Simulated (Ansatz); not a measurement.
A calculation with Ansatz (development build ahead of 0.2.0).

```yaml
crystal:
  periodic: [false, false, false]
  atoms:
    - { symbol: Ni, position_ang: [0.0, 0.0, 0.0] }
    - { symbol: O, position_ang: [0.0, 0.0, 2.4406] }
basis:
  gaussian: { orbitals: pcseg-2 }
magnetization:
  spin_polarized: true
  initial_magnetization: 2
hamiltonian:
  xc: hf
```

The input is written out in the form of the current development build from the run's settings.

Results

```json
{"Converged": "yes", "Total energy": "-1581.64721 hartree", "Spin squared of the determinant": "3.012", "Stability test": "minimum"}
```

Caution: the unrestricted determinant is a mixture of spin states.
